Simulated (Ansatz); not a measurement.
A nudged elastic band was laid between two geometries of C2H9AsOSi (14 atoms, charge 0, multiplicity 1).

Theory: Ansatz, RKS BLYP/def2-SVP.

- movable images: 7
- climbing image: yes
- spring: 5.0 eV/Å²
- optimiser: quadratic models (default)
- start path: through a guess of the saddle point
- force threshold: 0.05 eV/Å
- iteration limit: 60
- end points: relaxed

Initial state:

```xyz
14
Properties=species:S:1:pos:R:3
C -0.908 2.404 1.015
O 0.091 1.505 1.484
Si 0.785 0.266 0.574
As -0.760 -1.541 0.093
C 0.477 -2.476 -1.218
H -1.080 3.174 1.795
H -0.602 2.925 0.078
H -1.879 1.891 0.821
H 1.376 0.820 -0.703
H 1.887 -0.281 1.429
H -1.490 -0.700 -0.986
H 1.232 -3.042 -0.640
H -0.129 -3.195 -1.803
H 0.987 -1.781 -1.911
```

Final state:

```xyz
14
Properties=species:S:1:pos:R:3
C -0.923 1.959 1.389
O 0.262 1.190 1.212
Si 0.905 0.735 -0.281
As -0.565 -0.777 -1.470
C -0.002 -2.466 -0.504
H -1.089 2.104 2.476
H -0.845 2.965 0.915
H -1.822 1.452 0.967
H 1.127 1.943 -1.159
H 2.220 0.100 0.056
H 0.481 -0.887 -2.608
H -0.470 -2.457 0.499
H -0.389 -3.336 -1.068
H 1.095 -2.553 -0.395
```

(1) What changes between the two ends?

(2) What energy profile does the band end with?

(3) What is the geometry of the highest image?

## Answers

(1) No bond is made or broken. The dihedral H9–Si3–As4–C5 goes from 46 to 156°.

(2) The forces met the threshold. The highest image is number 4 of 0 to 8, 0.021 eV above the first end and 0.043 eV above the last; the last end lies 0.023 eV below the first. A vibrational analysis at the climbing image gives no mode beyond 40i cm⁻¹: the surface is too flat there to confirm a saddle point.

| image | path coordinate (Å) | energy (eV) | dihedral H9–Si3–As4–C5 (°) |
| --- | --- | --- | --- |
| 0 | 0.00 | 0.000 | 46 |
| 1 | 0.68 | 0.003 | 58 |
| 2 | 1.36 | 0.010 | 71 |
| 3 | 2.04 | 0.018 | 85 |
| 4 | 2.72 | 0.021 | 100 |
| 5 | 3.43 | 0.012 | 116 |
| 6 | 4.14 | -0.004 | 131 |
| 7 | 4.86 | -0.018 | 144 |
| 8 | 5.57 | -0.023 | 156 |

(3) 
```xyz
14
Properties=species:S:1:pos:R:3
C -0.896 2.329 1.345
O 0.225 1.451 1.358
Si 0.745 0.530 0.044
As -0.913 -1.135 -0.586
C 0.401 -2.656 -0.858
H -1.002 2.777 2.354
H -0.768 3.159 0.611
H -1.844 1.797 1.103
H 1.086 1.426 -1.121
H 1.979 -0.168 0.529
H -0.904 -0.678 -2.064
H 0.673 -3.053 0.138
H -0.114 -3.452 -1.430
H 1.319 -2.357 -1.396
```

Time of the run: 3.3 min on 2 threads of Arm Neoverse V1 (shared host), peak memory 0.19 GiB.
